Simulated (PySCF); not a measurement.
**Unknown compound**

The spectra below were simulated for a compound C7H7F.

1H NMR (600 MHz, computed): δ 7.26 (dd, J = 9.4, 4.8 Hz, 2H), 7.06 (dd, J = 9.4, 8.6 Hz, 2H), 2.35 (d, J = 1.4 Hz, 3H).

13C{1H} NMR (computed): δ 168.6 (C, d, J = 312.7 Hz), 137.5 (C), 135.9 (CH, d, J = 4.9 Hz), 120.4 (CH, d, J = 19.0 Hz), 22.4 (CH3).

PySCF calculation with structure optimised with PBE0-D3(BJ)/def2-SVP, shielding tensors at PBE0/pcSseg-1 (GIAO) and couplings computed with B3LYP/pcJ-1 (spin–dipole term only in couplings to heteroatoms); one conformer, gas phase, fast rotation and ring inversion assumed for equivalent nuclei, non-relativistic Hamiltonian.

Shifts are taken against calculated references (same method and geometry level): 1H (σref 31.27), 13C (σref 184.41) vs TMS.

Question: Propose a structure and justify it.

Answer: 
- The formula gives 4 degrees of unsaturation (1 ring in the answer).
- 5 carbon signals for 7 carbons: some carbons are equivalent by symmetry or fast rotation.
- Carbon types of the structure: 2 × C, 4 × CH, 1 × CH3, which accounts for all hydrogens.
- δC 168.6: aromatic carbon bearing fluorine; σ withdrawal by the attached heteroatom moves it downfield of the ring CH carbons.
- δC 137.5: substituted aromatic carbon.
- δC 135.9, 120.4: aromatic CH.
- δC 22.4: methyl carbon on an aromatic ring; a saturated carbon with 1 carbon neighbour and no heteroatom attached.
- δH 7.26, 7.06: hydrogen on an aromatic CH; aromatic region.
- δH 2.35: hydrogen on a methyl carbon on an aromatic ring; benzylic-type position, deshielded by the ring.
- The protons at 7.26 and 7.06 share a coupling of 9.4 Hz (vicinal, an ortho-type coupling).

The compound is `Cc1ccc(F)cc1`.

The data come from this structure; uniqueness wasn't tested.

C–F couplings over four or more bonds (about 3 Hz to the para carbon of a fluoroarene) are left out. Common functionals overestimate the size of one-bond C–F couplings by tens of Hz; these are unscaled. Multiplet labels drop couplings under 1 Hz and merge nearly equal ones. Couplings among chemically equivalent protons are left out too, so labels in AA′BB′ or AA′XX′ sets are apparent multiplicities. Unscaled 3J(H,H) at this level run about 9 % above measured values. Shifts are as computed. Against solution values, carbons near 30 ppm lie about +2 ppm off and those near 130 ppm about +4 ppm. Of 246 compounds with measured shifts, 49 miss one by over three times the rms of a fit or turn the order of signals round; such compounds aren't used in these exercises.
